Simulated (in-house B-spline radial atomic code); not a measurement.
## RPA and G0W0 on r2SCAN: the calcium ion Ca²⁺

Configuration [Ne] 3s2 3p6, mean-field start r2SCAN. Computed with an all-electron radial atomic-structure program (B-spline basis): all electrons, scalar-relativistic (spin-free one-electron X2C), finite nucleus, each spin shell either full or empty, empty states to l = 9 with an (l + 1/2)⁻⁴ tail; G0W0 by contour deformation at full frequency.

Command:
```bash
python run_gw.py task.json out
```
Settings (radii: box in bohr, nucleus in fm):
```
Z                        20
electrons                18
configuration            [Ne] 3s2 3p6
hamiltonian              x2c
method                   r2scan
lmax                     9
rms_radius               3.4776
spin_polarised           False
box_radius               17.55
intervals                70
```

Time taken, with all properties: 2.2 s on 1 thread of Arm Neoverse N1, on a shared host.

Energies (hartree):

```
                                     term       value
                         mean-field total  -679.77011
Hartree-Fock functional on these orbitals  -679.02462
                      direct second order     -1.3212
                    second-order exchange     0.44461
                         SOSEX correction     0.40239
```

What is the RPA correlation energy, and what remains with SOSEX?

RPA gives -1.1418 hartree (-1.73 eV per electron); RPA + SOSEX gives -0.73939, and the second-order doubles -0.87658 hartree (no singles). RPA lacks exchange-type terms and so overcorrelates at short range.

Quasi-particle levels (eV):

```tsv
level	occupied	mean field	Σx - vxc	Σc	QP weight	G0W0
3p	yes	-43.76	-7.19	?	?	?
3d	no	-15.057	7.51	-2.35	0.958	-9.895
```

G0W0 = mean field + (Σx - vxc) + Σc, with Σc (partial-wave tail included) taken at the quasi-particle energy. Only the outer levels were computed. Levels of low weight are left out.

Where does G0W0 put 3p?

At -50.97 eV, with Σc = -0.02 eV and a quasi-particle weight of 0.931. The tabulated removal energy is 50.913 eV (NIST, measured); the calculation leaves out spin-orbit coupling, Breit and QED terms, and what these don't explain is the method's own error.
